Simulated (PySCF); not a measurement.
Members of one series of related molecules.

All values: wB97X-D/def2-SVPD (PySCF) at PBE0-D3(BJ)/def2-SVP geometries, gas phase, one conformer each. Core orbitals are frozen in the response; Δα² is half the sum of the squared differences of the principal polarisabilities. Atoms past krypton carry effective core potentials.

Problem. Rank by HOMO energy, lowest first.
A. `[Cl][Sn]([Cl])([Cl])[NH]C(C)C` (SnCl3(NHiPr))
B. `[N](CC)([Sn]([Cl])([Cl])[Cl])CC` (SnCl3(NEt2))
C. `[Cl][Sn]([Cl])([Cl])[Si](C)(C)C` (SnCl3(SiMe3))
D. `[Cl][Sn]([Cl])([Cl])[CH2]CCC` (SnCl3(nBu))

Solution. D (-10.54 eV), C (-9.84 eV), A (-9.59 eV), B (-8.99 eV).

Problem. Rank by polarisability anisotropy Δα, lowest first.
A. SnCl3(NEt2) (`CC[N](CC)[Sn]([Cl])([Cl])[Cl]`)
B. SnCl3(nBu) (`CCC[CH2][Sn]([Cl])([Cl])[Cl]`)
C. SnCl3(NHMe) (`C[NH][Sn]([Cl])([Cl])[Cl]`)

Solution. C (1.55 Å³), A (2.53 Å³), B (4.26 Å³).

All values together:

```
                         SMILES      formula  μ (D)  HOMO (eV)  LUMO (eV)  α (Å³)  Δα (Å³)  electrons  α per electron (Å³)  ΔSCF removal energy (eV)
      C[NH][Sn]([Cl])([Cl])[Cl]    CH4Cl3NSn   2.93      -9.70      -1.11   14.82     1.55        118                0.126                      9.77
C[Si](C)(C)[Sn]([Cl])([Cl])[Cl]  C3H9Cl3SiSn   6.52      -9.84      -0.34   21.85     2.69        142                0.154                         –
  CC(C)[NH][Sn]([Cl])([Cl])[Cl]   C3H8Cl3NSn   3.54      -9.59      -1.01   18.24     2.39        134                0.136                      9.50
  CC[N](CC)[Sn]([Cl])([Cl])[Cl]  C4H10Cl3NSn   3.44      -8.99      -1.02   20.21     2.53        142                0.142                         –
   CCC[CH2][Sn]([Cl])([Cl])[Cl]    C4H9Cl3Sn   4.28     -10.54      -0.68   19.29     4.26        134                0.144                         –
```

Conformers: `CC(C)[NH][Sn]([Cl])([Cl])[Cl]`; `CC[N](CC)[Sn]([Cl])([Cl])[Cl]`; `CCC[CH2][Sn]([Cl])([Cl])[Cl]`.

A dash marks a removal energy that wasn't run or isn't settled.
